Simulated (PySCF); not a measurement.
C3H7NSi, SMILES NC=C=C[SiH3].

Coordinates come from a r2SCAN-D4/def2-SVP optimisation. The structure was generated by enumeration; whether it is a known compound was not checked. The values are those of a single conformer.

Two levels are set side by side: TDA-PBE/def2-SVPD (PySCF) and TDA-ωB97X/def2-SVPD (PySCF). Vertical, same geometry. The lowest singlet is HOMO→LUMO 100 % with PBE and HOMO→LUMO 91 % with the other functional; states are paired by order. Differences are taken from unrounded values.

```
quantity                               TDA-PBE
-------------------------------------  -------
lowest singlet excitation (eV)            3.64
lowest triplet excitation (TDA) (eV)      3.27
first bright state (f over 0.05) (eV)     5.39
its oscillator strength                   0.11
```

Problem. These are the TDA-PBE values. What does TDA-ωB97X give? (An estimate is asked for; the answer gives what the named calculation found.)

Solution. 
```tsv
quantity	TDA-ωB97X	TDA-PBE minus TDA-ωB97X
lowest singlet excitation (eV)	4.27	-0.63
lowest triplet excitation (TDA) (eV)	3.89	-0.62
first bright state (f over 0.05) (eV)	6.74	-1.35
its oscillator strength	0.45	-0.34
```

A lower first singlet is the usual sign of a functional without exact exchange. Differences between two approximate levels are no errors against the true value.

Rough cost on one machine, each run with all the roots and properties that it gave: TDA-ωB97X against TDA-PBE about 4 times.
